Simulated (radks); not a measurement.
The numbers below are computed, except where a source is named.
Valence configurations of the thallium ion Tl+. Level of theory: Dirac Kohn-Sham, PBE, spin-unpolarised, spherical densities, finite nucleus; open shells are shared between the two j in proportion to 2j + 1; Fermi nuclear charge, rms radius 5.4759 fm (a radial shooting solver on a logarithmic mesh with Libxc functionals). Energies are relative to [Hg]; eigenvalues in eV.

| valence | E (eV) | e(4f5/2) | e(4f7/2) | e(5d3/2) | e(5d5/2) | e(6p1/2) |
|---|---|---|---|---|---|---|
| [Hg] | 0.000 | -123.54 | -118.94 | -24.099 | -21.891 | - |
| [Xe] 4f14 5d9.5 6s2 6p0.5 | 7.597 | -126.52 | -121.92 | -26.419 | -24.148 | -10.183 |
| [Xe] 4f14 5d10 6s1 6p1 | 8.138 | -125.42 | -120.82 | -25.873 | -23.642 | -10.265 |
| [Xe] 4f14 5d9 6s2 6p1 | 15.937 | -129.51 | -124.91 | -28.704 | -26.370 | -11.042 |
| [Xe] 4f14 5d10 6p2 | 16.574 | -127.19 | -122.59 | -27.530 | -25.276 | -11.167 |
| [Xe] 4f14 5d8 6s2 6p2 | 34.855 | -135.51 | -130.91 | -33.188 | -30.728 | -12.669 |
| [Xe] 4f13 5d10 6s2 6p1 | 121.10 | -142.40 | -137.66 | -30.394 | -27.891 | -11.128 |
| [Xe] 4f13 5d8 6s2 6p3 | 165.23 | -154.75 | -150.01 | -39.581 | -36.826 | -14.343 |
| [Xe] 4f12 5d10 6s2 6p2 | 259.75 | -161.94 | -157.06 | -36.888 | -34.088 | -12.896 |
| [Xe] 4f12 5d9 6s2 6p3 | 285.09 | -168.27 | -163.39 | -41.573 | -38.647 | -14.478 |

NIST lists [Hg] as the ground configuration; this level of theory agrees among the configurations tried. The energies are those of spherical spin-averaged densities, not of single terms.
